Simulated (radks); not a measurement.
Species: Rb2+. Configuration: [Ar] 3d10 4s2 4p5 (the NIST ground configuration). Calculated with a radial shooting solver on a logarithmic mesh with Libxc functionals: Dirac Kohn-Sham, PBEsol, spin-unpolarised, spherical densities, finite nucleus; open shells fill j = l - 1/2 first; Fermi nuclear charge, rms radius 4.1884 fm.

Unscreened Slater integrals over Kohn-Sham orbitals (hartree). Large and small components are both included.

integral,value
"F0(4p3/2,4p3/2)",0.54757
"F2(4p3/2,4p3/2)",0.28813
"F0(4p3/2,4p1/2)",0.55273
"G2(4p3/2,4p1/2)",0.29049
"F0(4p3/2,4s1/2)",0.58505
"G1(4p3/2,4s1/2)",0.39137
"F0(4p3/2,3d5/2)",0.71173
"F2(4p3/2,3d5/2)",0.15256
"G1(4p3/2,3d5/2)",0.050041
"G3(4p3/2,3d5/2)",0.046973
"F0(4p1/2,4p1/2)",0.55809
"F0(4p1/2,4s1/2)",0.59160
"G1(4p1/2,4s1/2)",0.39942
"F0(4p1/2,3d5/2)",0.72419
"G3(4p1/2,3d5/2)",0.049076
"F0(4s1/2,4s1/2)",0.63281
"F0(4s1/2,3d5/2)",0.80664
"G2(4s1/2,3d5/2)",0.068119
"F0(3d5/2,3d5/2)",1.7384
"F2(3d5/2,3d5/2)",0.84015
"F4(3d5/2,3d5/2)",0.53022
